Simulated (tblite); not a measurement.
Species: C6H14B (doublet state).
Cartesian coordinates in Å at the GFN2-xTB level; atoms count from 1:
```
atom  x, y, z in Å
C1    -0.188    1.616   -0.799
C2    -0.410    2.128    0.526
B3    -0.106    0.455    0.436
C4    -1.380   -0.504    0.605
C5    -1.561   -1.520   -0.534
C6     1.365   -0.023    0.858
C7     2.040   -0.949   -0.166
H8    -1.029    1.498   -1.464
H9     0.755    1.811   -1.285
H10   -1.413    2.384    0.829
H11    0.367    2.700    1.007
H12   -2.302    0.082    0.663
H13   -1.317   -1.069    1.539
H14   -2.474   -2.096   -0.391
H15   -1.621   -1.015   -1.495
H16   -0.725   -2.213   -0.567
H17    1.337   -0.558    1.811
H18    2.027    0.834    1.006
H19    1.486   -1.878   -0.267
H20    3.056   -1.192    0.142
H21    2.084   -0.473   -1.143
```

Computed with GFN2-xTB (tblite): harmonic, unscaled wavenumbers at the GFN2-xTB geometry, gas phase. This tight-binding method is rough: wavenumbers can miss measured ones by several per cent, in bad cases by 10 to 20. One conformer, not necessarily the lowest. Open shells enter through the occupations alone, without spin polarisation, and single modes of such species can be off by tens of per cent. The optimisation stopped once no atom felt more than 0.01 eV/Å.

Lowest wavenumbers of the output (negative numbers stand for imaginary wavenumbers):
```
mode    cm-1
  1     -52.0
  2      66.0
  3     150.9
  4     156.4
  5     192.5
  6     204.5
  7     233.0
  8     303.4
```

Task: Is this structure a minimum?

Result: Not by this Hessian. 1 mode is imaginary beyond 20i (52i cm⁻¹), so at this level the point lies at or near a first-order saddle. The curvature is small, so loose convergence or finite differences may be the whole cause.

Task: Which atoms move in the imaginary mode?

Result: 52i: C7 15 %, C5 13 %. These are shares of the mass-weighted motion.

Task: What is the remedy?

Result: Step along that mode in both directions, optimise again with tighter thresholds and repeat the frequencies. The zero-point energy of this point (116.8 kcal/mol) counts the 56 real modes alone, and thermal corrections from it aren't those of a minimum.
